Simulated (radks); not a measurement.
Tc+, configuration [Kr] 4d5 5s1 (the NIST ground configuration). All-electron calculation, Dirac Kohn-Sham, PBEsol, spin-unpolarised, spherical densities, finite nucleus; open shells are shared between the two j in proportion to 2j + 1; Fermi nuclear charge, rms radius 4.4112 fm. Program: a radial shooting solver on a logarithmic mesh with Libxc functionals.

Spin-orbit splittings of the eigenvalues, e(l+1/2) - e(l-1/2), with zeta = 2 splitting/(2l+1) and mean radii in bohr:

| shell | occ. | splitting (eV) | zeta (eV) | <r> j=l-1/2 | <r> j=l+1/2 |
|---|---|---|---|---|---|
| 2p | 6 | 118.1 | 78.76 | 0.1271 | 0.1318 |
| 3p | 6 | 19.76 | 13.17 | 0.4093 | 0.4199 |
| 3d | 10 | ? | ? | 0.3971 | 0.4006 |
| 4p | 6 | 2.959 | 1.973 | 1.152 | 1.182 |
| 4d | 5 | 0.2960 | 0.1184 | 1.661 | 1.679 |

Estimate the 3d splitting.

Answer. 3.800 eV (zeta = 1.520 eV).
